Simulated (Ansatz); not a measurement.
Cl₃Sc, charge +1, doublet, at a GFN2-xTB geometry (such geometries of metal compounds can be far from the true shape) (the multiplicity is a formal guess); B3LYP/6-31G in Ansatz (a program for electronic structure).

Input for Ansatz:
Ansatz 0.2 input:
```yaml
crystal:
  periodic: [false, false, false]
  atoms:
    - {symbol: Sc, position_ang: [0.18303040, 0.53236752, 0.34066617]}
    - {symbol: Cl, position_ang: [1.92153219, -0.53895126, -0.71348415]}
    - {symbol: Cl, position_ang: [-0.81554359, -1.09276061, 1.62252178]}
    - {symbol: Cl, position_ang: [-1.33208497, 0.97408141, -1.32986055]}
basis:
  gaussian:
    orbitals: 6-31G
hamiltonian:
  xc: b3lyp
total_charge: 1
magnetization: {spin_polarized: true, initial_magnetization: 1}
scf: {lower_state_search: light}
```

Problem. What does Ansatz print? Leave out banner, timings and long lists.

Solution. 
```
Functional definition: B3LYP
820 factors; integrals over basis functions are off by at most 2.8e-4 eV
mean field evaluation 1: about -58256.5192 eV, gradient 2.6e1 eV
mean field evaluation 2: about -58046.7306 eV, gradient 2.5e2 eV
mean field evaluation 4: about -58261.4255 eV, gradient 4.2e0 eV
mean field evaluation 8: about -58261.5328 eV, gradient 5.3e-2 eV
mean field evaluation 16: about -58261.5328 eV, gradient 1.5e-4 eV
mean field evaluation 32: about -58261.1770 eV, gradient 1.2e-1 eV
mean field evaluation 64: about -58261.0100 eV, gradient 2.2e0 eV
mean field -58261.53277626 eV, -2141.0718384423 hartree, gradient 1.5e-5 eV, S^2 0.762528; 9 other end points of the search recorded, 0 dependent functions left out
reference -58261.53308087 eV, -2141.0718496366 hartree; 36, 35 occupied and 32, 33 virtual orbitals, 820 factors
Total energy: -58261.53308087 eV, -2141.0718496366 hartree
```
